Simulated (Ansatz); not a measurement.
`NB(N)F` and `NB(N)Br` differ in one element.

Ansatz, PBE0-D4/def2-TZVP geometries, multiplicity 1. Each molecule was computed in one conformer, which needn't be the lowest.

Scalar relativity is left out up to krypton.

```csv
property,`NB(N)F`
LUMO energy (PBE0/def2-TZVPP) / eV,0.78
HOMO energy (PBE/def2-TZVPP) / eV,-5.69
HOMO energy (B3LYP/def2-TZVPP) / eV,-6.91
"ideal-gas entropy at 298 K and 1 bar (rigid rotor, harmonic PBE0-D4/def2-TZVP) / J/(mol·K)",287
HOMO–LUMO gap (B3LYP/def2-TZVPP) / eV,7.32
LUMO energy (ωB97M-V/def2-TZVPP) / eV,2.06
```

Problem. What does the change do to each property? (Best estimate.)

Solution. Computed: 
```
                                                                                  property  `NB(N)Br`  shift
                                                        LUMO energy (PBE0/def2-TZVPP) / eV       0.67  -0.11
                                                         HOMO energy (PBE/def2-TZVPP) / eV      -6.00  -0.31
                                                       HOMO energy (B3LYP/def2-TZVPP) / eV      -7.18  -0.27
ideal-gas entropy at 298 K and 1 bar (rigid rotor, harmonic PBE0-D4/def2-TZVP) / J/(mol·K)        307     20
                                                     HOMO–LUMO gap (B3LYP/def2-TZVPP) / eV       7.49   0.17
                                                     LUMO energy (ωB97M-V/def2-TZVPP) / eV       1.95  -0.11
```

With PBE0 the HOMO falls by 0.28 eV and the LUMO falls by 0.11 eV, so the gap widens by about 0.17 eV. PBE moves the HOMO by -0.31 eV and ωB97M-V by -0.27 eV.

B3LYP here is the variant with VWN-RPA as its local correlation; programs differ in this.

Spin–orbit coupling is left out; it splits and shifts lone-pair levels of the heavy atoms by tenths of an eV.
